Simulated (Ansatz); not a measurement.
Basis-set extrapolation for C3H7AlOSi (PBE0-D4/def2-TZVP geometry, frozen core, Ansatz 0.2.0). Multiplicity 1, RHF reference.

|  | def2-TZVPP | def2-QZVPP |
| --- | --- | --- |
| HF | -723.459799 | -723.484672 |
| MP2 correlation | -0.904304 | -0.967971 |
| CCSD(T) correlation | -1.000534 | not run |

Energies in hartree. Use E(X) = E(∞) + A·exp(−7.88·√X) for Hartree–Fock and E(X) = E(∞) + B·X^(−2.97) for correlation, with X = 3 and 4, and add CCSD(T) minus MP2 of the smaller set to the MP2 limit.

Question: What is the CCSD(T) energy at the basis-set limit?

Answer: HF limit: -723.484672 + (-0.024873) × 0.13774 = -723.48810. MP2 limit: -0.967971 + (-0.063667) × 0.74074 = -1.01513. Higher-order term: -1.000534 − (-0.904304) = -0.09623. Total: -724.59946 hartree, 365.3 kJ/mol below CCSD(T)/def2-TZVPP.
